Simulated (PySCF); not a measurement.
## Atomic charges against the basis set

Compound: C4H3AlN2.
Numbering: `[CH:1]#[N+:2][AlH2-:3][C:4]#[C:5][C:6]#[N:7]` (hydrogens: H8 on C1; H9, H10 on Al3)

PBE0 throughout (PySCF), one geometry, spherical d and f functions. Isolated species at its PBE0-D3(BJ)/def2-SVP geometry, gas phase. The first 7 of 9 kinds of atom are listed.

Mulliken charges (e):

```
        basis  functions      C1      N2     Al3      C4      C5      C6      N7
       STO-3G         42  +0.116  -0.178  +0.812  -0.244  -0.103  +0.057  -0.195
        6-31G         73  +0.069  -0.280  +0.738  -0.078  -0.228  -0.036  -0.196
     pcSseg-0         73  +0.104  -0.389  +1.074  -0.164  -0.339  +0.215  -0.362
       6-31G*        108  +0.108  -0.240  +0.285  -0.451  +0.527  -0.012  -0.337
      cc-pVDZ        117  +0.142  -0.072  +0.258  -0.318  +0.478  -0.291  -0.116
     def2-SVP        117  +0.045  -0.004  +0.579  -0.521  +0.179  -0.094  +0.026
  aug-cc-pVDZ        192  +0.009  +0.067  -0.252  -0.341  +1.063  -0.359  -0.385
6-311+G(2d,p)        215  -0.129  +0.002  +0.939  -0.960  +1.105  -0.685  -0.263
    def2-TZVP        241  -0.003  +0.050  +0.325  -0.237  +0.152  -0.330  +0.014
      cc-pVTZ        256  +0.042  +0.040  +0.214  -0.368  +0.229  -0.012  -0.140
     IGLO-III        284  +0.240  -0.312  +0.791  -0.204  -0.061  +0.112  -0.332
     pcSseg-2        301  +0.170  -0.175  +0.737  -0.415  +0.075  +0.077  -0.156
```

IAO charges (e):

```tsv
basis	functions	C1	N2	Al3	C4	C5	C6	N7
STO-3G	42	+0.086	-0.090	+0.879	-0.296	-0.109	+0.059	-0.164
6-31G	73	+0.098	-0.101	+0.535	-0.268	-0.075	+0.131	-0.218
pcSseg-0	73	+0.117	-0.107	+0.556	-0.271	-0.080	+0.129	-0.213
6-31G*	108	+0.113	-0.114	+0.598	-0.283	-0.081	+0.140	-0.222
cc-pVDZ	117	+0.105	-0.106	+0.596	-0.283	-0.084	+0.134	-0.212
def2-SVP	117	+0.114	-0.104	+0.611	-0.280	-0.084	+0.132	-0.211
aug-cc-pVDZ	192	+0.102	-0.106	+0.606	-0.280	-0.087	+0.144	-0.227
6-311+G(2d,p)	215	+0.105	-0.111	+0.629	-0.288	-0.086	+0.145	-0.228
def2-TZVP	241	+0.105	-0.111	+0.633	-0.289	-0.086	+0.145	-0.228
cc-pVTZ	256	+0.104	-0.111	+0.624	-0.288	-0.086	+0.144	-0.225
IGLO-III	284	+0.104	-0.111	+0.635	-0.289	-0.087	+0.145	-0.229
pcSseg-2	301	+0.106	-0.112	+0.632	-0.288	-0.086	+0.145	-0.229
```

**Question.** Which scheme is steadiest as the basis changes?

**Answer.** Largest range over the bases for any column: IAO 0.34 e, Mulliken 1.44 e. IAO charges move least and Mulliken charges most, counted in e. Without the minimal STO-3G basis the ranges are IAO 0.10, Mulliken 1.44 e.

**Question.** How much do the charges still move between the two largest bases, IGLO-III and pcSseg-2?

**Answer.** At most, over all atoms: Mulliken 0.211 e, IAO 0.003 e.

**Question.** What do the same runs give for the total energy, the frontier levels and the dipole moment?

**Answer.** 
```
        basis  energy (Eh)  HOMO (eV)  LUMO (eV)  μ (D)
       STO-3G    -499.3981      -5.14       0.77   8.63
        6-31G    -505.5192      -7.60      -1.86   9.02
     pcSseg-0    -504.7766      -7.89      -2.14   9.23
       6-31G*    -505.6089      -7.55      -1.82   8.94
      cc-pVDZ    -505.6454      -7.63      -1.91   8.78
     def2-SVP    -505.3576      -7.70      -2.03   8.89
  aug-cc-pVDZ    -505.6576      -7.77      -2.18   8.95
6-311+G(2d,p)    -505.7097      -7.80      -2.20   9.00
    def2-TZVP    -505.7360      -7.77      -2.14   8.98
      cc-pVTZ    -505.7287      -7.75      -2.10   8.94
     IGLO-III    -505.7373      -7.79      -2.20   9.01
     pcSseg-2    -505.7388      -7.79      -2.19   9.04
```

The dipole is fixed by the density alone, so its range of 0.60 D shows that the density itself changes with the basis, not only its division among atoms.
